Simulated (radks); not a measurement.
Question: Ionisation of the bismuth ion Bi3+, [Hg], to [Xe] 4f14 5d10 6s1 as the strength of local exchange is varied. All-electron calculation, Dirac Kohn-Sham, Slater X-alpha exchange (alpha = 2/3 is LDA exchange), no correlation, spin-unpolarised, spherical densities, finite nucleus; Fermi nuclear charge, rms radius 5.5211 fm. Program: a radial shooting solver on a logarithmic mesh with Libxc functionals.

| alpha | E(Bi3+) (hartree) | exchange (hartree) | IE (eV) | -e of the level emptied (eV) | <r> of it (bohr) |
|---|---|---|---|---|---|
| 0.593 | -21511.3442 | -335.0595 | 43.361 | 37.942 (6s1/2) | 2.044 |
| 0.667 | -21553.1973 | -377.6161 | 44.457 | 39.016 (6s1/2) | 2.022 |
| 0.74 | -21594.5658 | -419.7592 | 45.549 | 40.088 (6s1/2) | 2.002 |
| 0.779 | -21616.6997 | -442.3397 | 46.137 | 40.666 (6s1/2) | 1.991 |
| 0.935 | -21705.4647 | -533.1198 | 48.520 | 43.013 (6s1/2) | 1.949 |
| ? | -21687.2266 | -514.4386 | 48.027 | 42.527 (6s1/2) | 1.957 |

Which alpha was used in the last row?

Answer: alpha = 0.903. NIST Atomic Spectra Database: 45.4 eV (measured). The Delta-SCF value meets it near alpha = 0.73. Spin polarisation and multiplet splitting are left out, so open shells lie too high by an amount that depends on their filling.

Beside tabulated values, note that spin-unpolarised runs miss the spin-polarisation part of the exchange energy of open shells.
